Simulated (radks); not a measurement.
Values are calculated unless marked as measured or tabulated.
Task: Species: C. Configuration: [He] 2s2 2p2. Code: a radial shooting solver on a logarithmic mesh with Libxc functionals. Model: non-relativistic Kohn-Sham, PBE, spin-polarised, spherical densities, point nucleus; open shells are filled with parallel spins first. Some entries of the table are withheld. Estimate them.

orbital,occ.,eigenvalue (eV),r(max) (bohr)
1s up,1,-273.0232,0.1742
1s down,1,-272.2123,0.1740
2s up,1,-14.6298,(1)
2s down,1,-11.8710,(2)
2p up,2,(3),1.191
2p down,0,(4),1.231

Result: 
(1) 2s up r(max) (bohr): 1.209
(2) 2s down r(max) (bohr): 1.224
(3) 2p up eigenvalue (eV): -6.0987
(4) 2p down eigenvalue (eV): -3.6113
